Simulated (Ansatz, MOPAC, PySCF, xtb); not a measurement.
Pair of molecules: H2 (SMILES [H][H]) (first 2 atoms) with CH2O2 (SMILES O=CO); geometry from B3LYP-D3(BJ)/def2-TZVP, rigid monomers moved along the line of their centres of mass till H2···H7 is 2.01 Å.
(charge 0, multiplicity 1):
```xyz
7

H      0.0150     0.4129    -0.4402
H     -0.0776    -0.1963    -0.0196
O     -0.1441    -1.1631     2.4930
C      0.0647    -0.1567     3.1081
O      0.2608     1.0552     2.5657
H      0.1247    -0.0872     4.2017
H      0.2020     0.9613     1.5995
```

| level | interaction energy (kJ/mol) | minus CCSD(T)/CBS(aug-cc-pVDZ, aug-cc-pVTZ) | cost |
|---|---|---|---|
| PM6 | -3.0 | 0.9 | - |
| GFN2-xTB | -1.7 | 2.2 | - |
| HF/6-31G* | 4.7 | 8.6 | - |
| HF/6-31G* (no counterpoise) | 2.2 | 6.1 | - |
| HF/aug-cc-pVDZ | 1.2 | 5.1 | - |
| PBE-D3(BJ)/def2-TZVPPD | -5.0 | -1.2 | ×1 |
| BP86/6-31G* (no counterpoise) | 0.1 | 3.9 | - |
| r2SCAN-D4/def2-TZVPPD | -3.2 | 0.7 | ×2 |
| B3LYP/6-31G* | 1.6 | 5.5 | - |
| B3LYP-D3(BJ)/def2-TZVPPD | -3.7 | 0.1 | ×1 |
| SCS-MP2/aug-cc-pVTZ | -1.7 | 2.2 | - |
| CCSD/aug-cc-pVTZ | -2.6 | 1.3 | - |
| CCSD(T)/aug-cc-pVTZ | -3.3 | 0.6 | ×300* |
| CCSD(T)/CBS(aug-cc-pVDZ, aug-cc-pVTZ) | -3.9 | 0.0 | ×300* |

 The comparison column counts from a level with limits of its own.

The rows run from -5.0 (PBE-D3(BJ)/def2-TZVPPD) to 4.7 kJ/mol (HF/6-31G*).

Monomers are frozen at their geometry in the pair; levels with a basis set take the counterpoise correction. Rows marked so take none.

Correlated levels freeze the cores. CBS: X⁻³ extrapolation of the correlation energy, Hartree–Fock from the larger set. Rows in 6-31G* carry no dispersion term and start afresh at each structure (6-31G* with six Cartesian d functions). The state that PM6 reach isn't checked.

Programs: Ansatz (a quantum-chemistry and plane-wave program) with Gaussian orbitals; MOPAC for PM6 (differences of heats of formation); PySCF for 6-31G* rows, the dispersion terms; xtb for the GFN methods. 

Costs are rough ratios of core time to PBE/def2-TZVPPD (about 2.0 s over the structures, on one shared machine); a dash marks a level with no comparable run of its own. A star marks coupled-cluster runs past 200 virtual orbitals, where the program's memory plan changes under this machine's limit, so their costs aren't comparable with smaller runs.
